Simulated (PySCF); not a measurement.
Zr(H)3(SH) (H₄SZr), SMILES [SH][ZrH3], multiplicity 1.

Geometry optimised at PBE0-D3(BJ)/def2-TZVP. The spin state was assumed, not searched. The def2 effective core potentials stand for the cores of Zr; spin–orbit coupling is left out.

Calculation: PBE0-D3(BJ)/def2-TZVP in PySCF 2.14.0.

Frequencies are harmonic and unscaled.

| mode | ν (cm⁻¹) | IR (km/mol) | moving atoms (share of kinetic energy) |
|---|---|---|---|
| 1 | 123 | 0.0 | H 99 % |
| 2 | 265 | 28.7 | H 85 %, S 10 % |
| 3 | 345 | 24.5 | H 93 % |
| 4 | 365 | 19.3 | H 44 %, S 43 %, Zr 13 % |
| 5 | 508 | 11.0 | H 75 %, S 20 % |
| 6 | 551 | 271.6 | H 87 %, Zr 8 % |
| 7 | 605 | 98.7 | H 99 % |
| 8 | 630 | 94.6 | H 99 % |
| 9 | 1679 | 482.8 | H 98 % |
| 10 | 1684 | 469.5 | H 98 % |
| 11 | 1725 | 230.6 | H 100 % |
| 12 | 2618 | 6.3 | H 97 % |
